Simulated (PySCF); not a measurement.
# One molecule, several mistakes: AlBC2H7

All numbers below are calculated, not measured. The program is PySCF 2.14.0, an open-source quantum chemistry code, run on an isolated molecule that a program drew, which may never have been made. The molecule is AlBC2H7 (charge 0, doublet), drawn as the SMILES string `CC[BH][AlH]`.

Each row is a Hartree-Fock (HF) and frozen-core CCSD(T) single point in the cc-pV(D+d)Z basis, meant for a local HF minimum. Run 1 is clean. Each other run has one planted mistake out of seven kinds, and not every kind appears here: one electron removed, one electron added, multiplicity raised by two, geometry at a saddle point, minimal basis STO-3G, one bond length entered in bohr, all coordinates scaled. The reference is restricted for singlets and unrestricted otherwise, and also for a bond in bohr. Adding or removing an electron swaps singlet and doublet. Electrons count all cores. HOMO and LUMO are orbital energies over both spins, the gradient is its largest component, and the lowest frequency (negative if imaginary) is given only where the gradient is small. Bond lengths are over the 10 bonds as drawn. T1 is the CCSD diagnostic: over 0.02 (restricted) or 0.045 (unrestricted) a single reference is doubtful.

Geometry of the clean run:
```xyz
11
AlBC2H7, angstrom
C    -1.2205    0.9276   -0.9320
C    -0.5536   -0.2225   -0.1745
B     0.3006    0.1126    1.1161
Al    0.4975    2.0167    2.0988
H    -1.7708    0.5760   -1.8083
H    -1.9321    1.4621   -0.2950
H    -0.4803    1.6531   -1.2831
H    -1.3080   -0.9629    0.1302
H     0.1090   -0.7846   -0.8488
H     0.8208   -0.8309    1.6662
H     1.6803    3.0598    1.8556
```

| run | electrons | basis functions | <S^2> | HOMO (eV) | LUMO (eV) | gradient (hartree/bohr) | lowest frequency (cm^-1) | mean bond (Å) | longest bond (Å) | T1 | HF (hartree) | CCSD(T) (hartree) | mistake |
|---|---|---|---|---|---|---|---|---|---|---|---|---|---|
| 1 | 37 | 100 | 0.792 | -7.47 | 0.95 | 1.6e-05 | 69 | 1.3552 | 2.152 | 0.0193 | -346.35685 | -346.84918 | no fault |
| 2 | 37 | 100 | 0.793 | -7.43 | 1.00 | 1.4e-02 | - | 1.3281 | 2.109 | 0.0196 | -346.35315 | -346.84308 | all coordinates scaled |
| 3 | 37 | 31 | 0.783 | -3.88 | 7.55 | 3.0e-02 | - | 1.3552 | 2.152 | 0.0195 | -342.17778 | -342.39676 | minimal basis STO-3G |
| 4 | 37 | 100 | 1.600 | -6.47 | 0.61 | 5.6e-03 | - | 1.4972 | 3.015 | 0.0434 | -346.26482 | -346.75463 | ? |
| 5 | 38 | 100 | 0.000 | -0.26 | 6.30 | 2.5e-02 | - | 1.3552 | 2.152 | 0.0269 | -346.33794 | -346.87024 | ? |

**Which mistake was planted in run 4, and what did it cost?**

The mean bond changes by a factor of 1.105 and the longest by 1.401, so the molecule wasn't scaled as a whole. A length L in bohr read as angstrom grows by (1/0.5292 - 1) L = 0.890 L. The 10 bonds together grew by 10 x 0.1420 = 1.420 Å, which gives L = 1.596 Å. That is bond Al4-H11, 1.596 Å in the clean geometry. So the mistake is: one bond length entered in bohr. Subtracting run 1 and multiplying by 627.51 kcal/mol a hartree, the energy moved by 57.7 kcal/mol in HF and 59.3 kcal/mol in CCSD(T).

**Which mistake was planted in run 5, and what did it cost?**

It counts 38 electrons, one more than the clean run, at the same geometry and basis. So the mistake is: one electron added. Subtracting run 1 and multiplying by 627.51 kcal/mol a hartree, the energy moved by 11.9 kcal/mol in HF and -13.2 kcal/mol in CCSD(T).

Cautions from the logs. Run 5: T1 is over the limit, so its CCSD(T) energy is less reliable.
